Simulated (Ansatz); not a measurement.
Steps of a relaxation of `CC1=CC(C)=[O+][B-](O)(Cl)O1` with RKS PBE0-D4/def2-TZVP.

```sh
$ ansatz run in.yaml --threads 4 --pin off --events-out ev --progress --plain --max-ram 66560MiB --backend cuda --devices 0, --max-vram 37GiB
```

```yaml
crystal:
  periodic: [false, false, false]
  atoms:
    - {symbol: C, position_ang: [1.516957, -2.109076, -0.774404]}
    - {symbol: C, position_ang: [0.797461, -0.916638, -0.228937]}
    - {symbol: C, position_ang: [-0.277961, -0.302802, -0.894076]}
    - {symbol: C, position_ang: [-1.005356, 0.690656, -0.217016]}
    - {symbol: C, position_ang: [-2.278862, 1.269783, -0.746023]}
    - {symbol: O, position_ang: [-0.618215, 1.150785, 0.931911]}
    - {symbol: B, position_ang: [0.807347, 0.897303, 1.461933]}
    - {symbol: O, position_ang: [0.861267, 0.947814, 2.849287]}
    - {symbol: Cl, position_ang: [1.913389, 2.139586, 0.654555]}
    - {symbol: O, position_ang: [1.218552, -0.487790, 0.919665]}
    - {symbol: H, position_ang: [1.000234, -2.555890, -1.642938]}
    - {symbol: H, position_ang: [1.647997, -2.865912, 0.024995]}
    - {symbol: H, position_ang: [2.537652, -1.793925, -1.081761]}
    - {symbol: H, position_ang: [-0.623088, -0.682588, -1.862765]}
    - {symbol: H, position_ang: [-2.097079, 2.330604, -1.020303]}
    - {symbol: H, position_ang: [-2.656441, 0.726190, -1.630167]}
    - {symbol: H, position_ang: [-3.046503, 1.278414, 0.053280]}
    - {symbol: H, position_ang: [0.265149, 0.294986, 3.254364]}
basis:
  gaussian: {orbitals: def2-TZVP}
hamiltonian: {xc: pbe0, dispersion: d4}
relax: {f_tol: 0.005, max_steps: 150}
```

Positions (Å) and forces (eV/Å) along the path, 8 of 12 steps:

```xyz
18
step=1 energy=-24647.4129 eV
C     1.517   -2.109   -0.774    0.164   -0.142   -0.009
C     0.797   -0.917   -0.229   -0.157    0.457    0.332
C    -0.278   -0.303   -0.894   -0.011   -0.011    0.217
C    -1.005    0.691   -0.217    0.471   -0.115    0.334
C    -2.279    1.270   -0.746   -0.149    0.134   -0.001
O    -0.618    1.151    0.932    0.010   -0.392   -0.666
B     0.807    0.897    1.462   -0.164   -0.188   -0.277
O     0.861    0.948    2.849   -0.436   -0.473   -0.054
Cl    1.913    2.140    0.655   -0.092   -0.102    0.114
O     1.219   -0.488    0.920   -0.399   -0.028   -0.665
H     1.000   -2.556   -1.643    0.228    0.253    0.444
H     1.648   -2.866    0.025   -0.102    0.385   -0.391
H     2.538   -1.794   -1.082   -0.520   -0.118    0.150
H    -0.623   -0.683   -1.863    0.189    0.208    0.528
H    -2.097    2.331   -1.020   -0.047   -0.515    0.126
H    -2.656    0.726   -1.630    0.217    0.237    0.438
H    -3.047    1.278    0.053    0.385   -0.039   -0.378
H     0.265    0.295    3.254    0.412    0.449   -0.243
18
step=4 energy=-24647.5023 eV
C     1.495   -2.089   -0.767    0.002    0.008   -0.001
C     0.789   -0.900   -0.228   -0.005   -0.025    0.002
C    -0.269   -0.293   -0.889    0.002    0.002   -0.008
C    -0.990    0.683   -0.215   -0.012    0.008   -0.005
C    -2.256    1.250   -0.739    0.003   -0.003    0.002
O    -0.612    1.135    0.922    0.019    0.001    0.007
B     0.796    0.885    1.439   -0.023   -0.030    0.001
O     0.855    0.941    2.822   -0.009   -0.008   -0.012
Cl    1.901    2.130    0.646    0.019    0.024   -0.010
O     1.203   -0.482    0.909    0.002    0.024    0.007
H     0.985   -2.514   -1.629   -0.002    0.000   -0.004
H     1.603   -2.840    0.017   -0.002   -0.003    0.003
H     2.504   -1.784   -1.059    0.006   -0.002    0.001
H    -0.606   -0.664   -1.844   -0.001   -0.001   -0.005
H    -2.081    2.298   -1.002    0.000    0.004    0.001
H    -2.615    0.714   -1.615   -0.001   -0.002   -0.004
H    -3.015    1.240    0.045   -0.005   -0.001    0.003
H     0.274    0.301    3.238    0.006    0.005    0.020
18
step=5 energy=-24647.5025 eV
C     1.495   -2.090   -0.766    0.000   -0.002    0.001
C     0.788   -0.901   -0.228    0.004    0.011   -0.014
C    -0.268   -0.292   -0.891   -0.001   -0.004    0.007
C    -0.989    0.683   -0.216   -0.003   -0.007   -0.001
C    -2.257    1.250   -0.738    0.002    0.005   -0.003
O    -0.611    1.134    0.921   -0.013    0.009   -0.007
B     0.796    0.885    1.437    0.002    0.001    0.031
O     0.856    0.942    2.820   -0.007   -0.006   -0.013
Cl    1.902    2.131    0.645    0.006    0.005   -0.007
O     1.202   -0.481    0.909    0.008   -0.012   -0.003
H     0.988   -2.511   -1.632    0.001    0.000    0.000
H     1.595   -2.843    0.017   -0.002   -0.001   -0.002
H     2.507   -1.787   -1.052   -0.004   -0.001    0.005
H    -0.605   -0.662   -1.847    0.000    0.000    0.000
H    -2.084    2.299   -0.997   -0.002   -0.002    0.002
H    -2.614    0.716   -1.617    0.000    0.001    0.000
H    -3.017    1.235    0.046    0.002   -0.002   -0.001
H     0.278    0.303    3.242    0.005    0.004    0.004
18
step=7 energy=-24647.5026 eV
C     1.494   -2.090   -0.766    0.004    0.001   -0.004
C     0.789   -0.900   -0.230   -0.007    0.000    0.004
C    -0.268   -0.291   -0.892   -0.001   -0.001    0.002
C    -0.989    0.684   -0.217    0.004   -0.003    0.002
C    -2.258    1.249   -0.738   -0.001    0.002   -0.002
O    -0.611    1.135    0.921   -0.004    0.002   -0.002
B     0.796    0.885    1.437    0.009    0.010   -0.008
O     0.858    0.945    2.819    0.001    0.002    0.006
Cl    1.902    2.132    0.641   -0.008   -0.008    0.004
O     1.202   -0.480    0.908    0.004   -0.003   -0.001
H     0.993   -2.506   -1.638    0.001    0.001    0.001
H     1.582   -2.847    0.015   -0.002    0.000   -0.001
H     2.511   -1.793   -1.040   -0.001   -0.002    0.002
H    -0.604   -0.661   -1.848    0.001    0.001    0.000
H    -2.089    2.300   -0.989    0.000   -0.001    0.002
H    -2.611    0.719   -1.621    0.001    0.001    0.000
H    -3.019    1.225    0.044    0.000   -0.001   -0.001
H     0.284    0.306    3.246    0.000   -0.001   -0.004
18
step=8 energy=-24647.5027 eV
C     1.493   -2.091   -0.766    0.003   -0.004   -0.001
C     0.789   -0.900   -0.230    0.006    0.002    0.003
C    -0.268   -0.291   -0.892   -0.005   -0.005   -0.002
C    -0.990    0.683   -0.217    0.005    0.012    0.000
C    -2.259    1.248   -0.738   -0.004   -0.001    0.001
O    -0.612    1.135    0.921    0.004   -0.006    0.001
B     0.797    0.886    1.435   -0.001   -0.001   -0.018
O     0.861    0.948    2.817    0.008    0.009    0.014
Cl    1.901    2.133    0.636   -0.006   -0.007    0.005
O     1.203   -0.480    0.908   -0.005    0.005    0.001
H     1.000   -2.497   -1.646    0.003    0.002    0.004
H     1.566   -2.854    0.012   -0.001    0.002   -0.005
H     2.516   -1.798   -1.024   -0.005   -0.002    0.003
H    -0.604   -0.661   -1.848    0.000    0.000    0.001
H    -2.094    2.302   -0.979    0.000   -0.002    0.002
H    -2.607    0.724   -1.626    0.001    0.001    0.002
H    -3.022    1.214    0.042    0.000    0.000   -0.002
H     0.290    0.309    3.248   -0.004   -0.005   -0.009
18
step=10 energy=-24647.5028 eV
C     1.492   -2.091   -0.765    0.008   -0.007   -0.001
C     0.790   -0.899   -0.230    0.006   -0.001    0.002
C    -0.268   -0.291   -0.892   -0.002   -0.002   -0.003
C    -0.989    0.684   -0.217   -0.004    0.004    0.003
C    -2.260    1.246   -0.737   -0.002    0.003    0.000
O    -0.611    1.137    0.920    0.006   -0.003   -0.001
B     0.799    0.889    1.433   -0.008   -0.009   -0.005
O     0.865    0.952    2.815    0.007    0.008    0.010
Cl    1.901    2.134    0.631    0.002    0.002    0.000
O     1.204   -0.478    0.907   -0.003    0.006   -0.001
H     1.010   -2.487   -1.656    0.004    0.003    0.008
H     1.545   -2.862    0.007   -0.001    0.008   -0.009
H     2.522   -1.806   -1.004   -0.013   -0.004    0.003
H    -0.605   -0.661   -1.847    0.000    0.000    0.000
H    -2.101    2.304   -0.966   -0.002   -0.005    0.001
H    -2.602    0.730   -1.632    0.001    0.002    0.003
H    -3.026    1.199    0.039    0.004    0.000   -0.004
H     0.297    0.311    3.246   -0.004   -0.004   -0.006
18
step=11 energy=-24647.5028 eV
C     1.492   -2.091   -0.764    0.006   -0.003   -0.001
C     0.790   -0.899   -0.230    0.002   -0.001    0.000
C    -0.268   -0.291   -0.892   -0.001   -0.002    0.000
C    -0.989    0.684   -0.217    0.001    0.004   -0.002
C    -2.260    1.246   -0.737   -0.001    0.002    0.000
O    -0.610    1.137    0.919    0.001   -0.001   -0.001
B     0.799    0.890    1.432   -0.004   -0.005    0.003
O     0.865    0.952    2.815    0.003    0.003    0.003
Cl    1.901    2.135    0.631    0.002    0.002   -0.001
O     1.205   -0.477    0.906    0.000    0.002   -0.001
H     1.010   -2.486   -1.657    0.002    0.002    0.004
H     1.543   -2.863    0.007   -0.001    0.005   -0.005
H     2.522   -1.808   -1.001   -0.007   -0.003    0.002
H    -0.605   -0.661   -1.847    0.000    0.000    0.000
H    -2.102    2.304   -0.964   -0.001   -0.003    0.001
H    -2.601    0.730   -1.632    0.000    0.001    0.002
H    -3.027    1.197    0.039    0.002    0.000   -0.002
H     0.296    0.310    3.243   -0.002   -0.002   -0.002
18
step=12 energy=-24647.5028 eV
C     1.492   -2.091   -0.764    0.002   -0.001    0.000
C     0.790   -0.898   -0.230    0.001    0.001   -0.002
C    -0.267   -0.290   -0.892   -0.001   -0.002    0.002
C    -0.989    0.684   -0.217    0.001    0.001   -0.001
C    -2.260    1.246   -0.736    0.000    0.001    0.000
O    -0.609    1.138    0.919   -0.001    0.000   -0.001
B     0.800    0.890    1.432   -0.001   -0.001    0.003
O     0.865    0.953    2.814   -0.001   -0.001   -0.001
Cl    1.902    2.136    0.631    0.001    0.002   -0.001
O     1.205   -0.476    0.906    0.000   -0.001   -0.001
H     1.012   -2.484   -1.658    0.000    0.000    0.001
H     1.538   -2.864    0.006    0.000    0.001   -0.001
H     2.523   -1.810   -0.997   -0.002   -0.001    0.001
H    -0.605   -0.662   -1.847    0.000    0.000    0.000
H    -2.104    2.305   -0.962    0.000   -0.001    0.000
H    -2.600    0.731   -1.633    0.000    0.000    0.000
H    -3.027    1.194    0.039    0.001    0.000    0.000
H     0.297    0.310    3.242    0.000    0.000    0.001
```

It took 56 s on 4 threads of an AMD EPYC 7R13 on a shared host and a share of an NVIDIA H100 80 GB, with 1 GiB of host memory at the peak.
